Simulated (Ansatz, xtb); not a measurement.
FH6NOSi2: where a starting geometry ends

The starting geometry of this gas-phase singlet was built from a drawn formula by distance geometry and a force field; its bonds are those of `[O-][NH2+][SiH2][SiH2]F`.

| atom | x (Å) | y (Å) | z (Å) |
| --- | --- | --- | --- |
| F | 0.9558 | -2.4467 | 0.6162 |
| N | -2.4844 | -1.9254 | -1.0612 |
| O | -3.1584 | -2.9336 | -0.4924 |
| Si | -1.8172 | -0.8298 | 0.1719 |
| Si | -0.2426 | -1.8934 | 1.4997 |
| H | -1.6489 | -2.2669 | -1.5980 |
| H | -2.9813 | -1.3536 | -1.6829 |
| H | -2.9195 | -0.1908 | 0.9140 |
| H | -1.1337 | 0.2430 | -0.6151 |
| H | 0.3154 | -0.9220 | 2.4449 |
| H | -0.7981 | -2.9976 | 2.3048 |

Question: Predict what becomes of its bonds when it is optimised with r2SCAN-D4/def2-SVP.

Answer: It rearranges to `NO[SiH2][SiH2]F`. Contacts that open: N2–Si4 (1.78 → 2.53 Å). Contacts that close: O3–Si4 (2.58 → 1.69 Å).

The energy falls by 1.89 eV over 26 steps:

| step | E − E(last) (eV) |
| --- | --- |
| 1 | 1.887 |
| 4 | 1.392 |
| 7 | 1.062 |
| 9 | 0.865 |
| 12 | 0.255 |
| 15 | 0.091 |
| 18 | 0.009 |
| 20 | 0.004 |
| 23 | 0.000 |
| 26 | 0.000 |

Final geometry (Å):

```xyz
11

F     1.1826   -2.4296    1.2479
N    -2.8613   -1.6649   -1.7793
O    -2.0337   -2.2117   -0.7179
Si   -1.5618   -0.9205    0.2653
Si   -0.2187   -1.9139    1.9141
H    -2.3925   -1.9852   -2.6329
H    -3.7140   -2.2315   -1.7278
H    -2.7388   -0.2585    0.9109
H    -0.7990    0.1082   -0.5046
H     0.1173   -0.9223    2.9812
H    -0.8931   -3.0870    2.5451
```

From the same start GFN2-xTB reaches the same bonding as this run.

The end wasn't checked by frequencies. Run with Ansatz 0.2.0, 77 s on 2 threads of Arm Neoverse V1 (shared host).
